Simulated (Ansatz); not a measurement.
## Setting up doublet CuOH+ in Ansatz

The species is CuOH+ (3 atoms), meant as a doublet with charge +1. As SMILES of the parent species, `[Cu]O`. The shape is that of a PBE0-D4/def2-TZVP optimisation. That shape belongs to the parent species and isn't relaxed for this state.

```csv
atom,x (Å),y (Å),z (Å)
Cu,-1.1528,0.2853,-0.5969
O,0.4129,0.3078,0.2600
H,0.7399,-0.5931,0.3369
```

Settings wanted:

| Setting | Value |
| --- | --- |
| basis set | cc-pVTZ |
| core potential | none |
| integral approximation | none |
| task | energy |
| method | HF |
| dispersion | none |
| reference | UHF |
| accuracy | high |

Task: Write the Ansatz 0.2.0 input and the command.

Result: One that was run (others would do as well):

molecule.yaml:
```yaml
crystal:
  periodic: [false, false, false]
  atoms:
    - symbol: Cu
      position_ang: [-1.152790, 0.285260, -0.596950]
    - symbol: O
      position_ang: [0.412870, 0.307820, 0.260030]
    - symbol: H
      position_ang: [0.739920, -0.593080, 0.336920]
basis:
  gaussian:
    orbitals: cc-pVTZ
total_charge: 1
accuracy: high
magnetization:
  spin_polarized: true
  initial_magnetization: 1
output: {orbitals: {seedname: orbitals}}
hamiltonian:
  xc: hf
```

```bash
$ ansatz run molecule.yaml --threads 1 --pin off --max-ram 3480MiB --events-out events.jsonl --progress --plain --runs-dir runs
```

Calculated total energy: -1714.15865 Eh.
